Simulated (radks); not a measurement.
Spherical quantum dot in the effective-mass picture: electrons in a well V = -V0 / (1 + exp((r - R)/a)) with V0 = 6.96, R = 3.1, a = 0.31, with a point charge +1 (a donor) at the centre, all in effective atomic units (hartree* = m*/eps^2 hartree, bohr* = eps/m* bohr), one dielectric constant everywhere. Method: non-relativistic Kohn-Sham, PBE, spin-polarised, spherical densities; computed with a radial shooting solver with Libxc functionals. Levels are named by radial order and angular momentum (1s, 1p, 1d, 2s, ...), and open shells are averaged over m. Results are scaled to m* = 0.059 and eps = 17.6, for which hartree* = 5.183 meV and bohr* = 15.79 nm.

N = 4, configuration 1s2 1p(up 2, down 0). This is the lowest configuration that the search found. Occupied and some empty levels:

| level | occupation | eigenvalue (meV) | <r> (nm) |
|---|---|---|---|
| 1s up | 1 | -27.992 | 21.67 |
| 1s down | 1 | -27.562 | 20.86 |
| 1p up | 2 | -24.546 | 28.77 |
| 1p down | 0 | -23.895 | 28.69 |
| 1d up | 0 | -20.978 | 32.22 |
| 2s up | 0 | -20.972 | 25.48 |
| 2s down | 0 | -20.647 | 26.07 |
| 1d down | 0 | -20.309 | 32.35 |
| 1f up | 0 | -16.889 | 34.83 |
| 1f down | 0 | -16.255 | 35.03 |

Energy (meV): total -125.660, kinetic 15.139, external -156.26, Hartree 23.359, exchange-correlation -7.9011.
